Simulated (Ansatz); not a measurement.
Cartesian coordinates in Å:
```
B -1.8731 1.1515 0.5295
Si -0.5306 0.4253 -0.6962
B 0.4129 -1.2153 0.1979
O -0.0820 -2.3833 0.6247
Al 2.2069 -0.1290 -0.0020
H -3.0116 0.7993 0.4228
H -1.5566 1.7970 1.4829
H -0.8990 0.1003 -2.1011
H 0.7440 1.2703 -0.8011
H -1.0333 -2.4945 0.5423
H 2.5959 0.8831 1.1630
H 3.0265 -0.2047 -1.3625
```

The species carries charge 0 and has multiplicity 1.

List the r2SCAN/def2-TZVPP orbital energies in eV (Ansatz). (Estimate.)

Ansatz gave: Occupied: -1790.84, -1516.57, -517.34, -181.66, -180.75, -141.38, -110.10, -96.26, -96.22, -96.19, -70.45, -70.22, -70.20, -28.04, -15.44, -14.77, -12.65, -11.17, -10.69, -10.09, -9.32, -8.91, -8.54, -7.94, -7.40, -5.43. Lowest empty: -3.26, -2.27, -1.21, -0.33, 0.34, 1.02, 1.39, 1.50.
